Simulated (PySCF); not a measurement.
Question: What does the PBE0-D3(BJ)/def2-SVP structure of `[NH3]->[Ag+]<-[NH3]` ([Ag(NH3)2]+) look like in three dimensions? (Charge +1 and singlet state.)

Answer: 
```
atom  x, y, z in Å
Ag1    0.0180   -0.0127   -0.0028
N2    -0.0019   -0.0324    2.1395
H3    -0.4422    0.8034    2.5304
H4     0.9371   -0.0767    2.5410
H5    -0.5149   -0.8313    2.5187
N6     0.0333    0.0156   -2.1451
H7    -0.9100   -0.0010   -2.5391
H8     0.5261   -0.7850   -2.5465
H9     0.4873    0.8507   -2.5216
```

Any rigid rotation of these coordinates is as good. Atoms count from 1 in this order. N2 (nitrogen bonded to Ag and 3 H) is tetrahedral (angles from 106.3° to 112.6°).

Bonds between heavy atoms (Å): Ag1–N2 2.143, Ag1–N6 2.143.

Computed, not measured: PySCF 2.14.0, PBE0-D3(BJ)/def2-SVP geometry optimisation, gas phase, def2 core potentials past Kr.

Whether it is a minimum is left open (no frequencies).
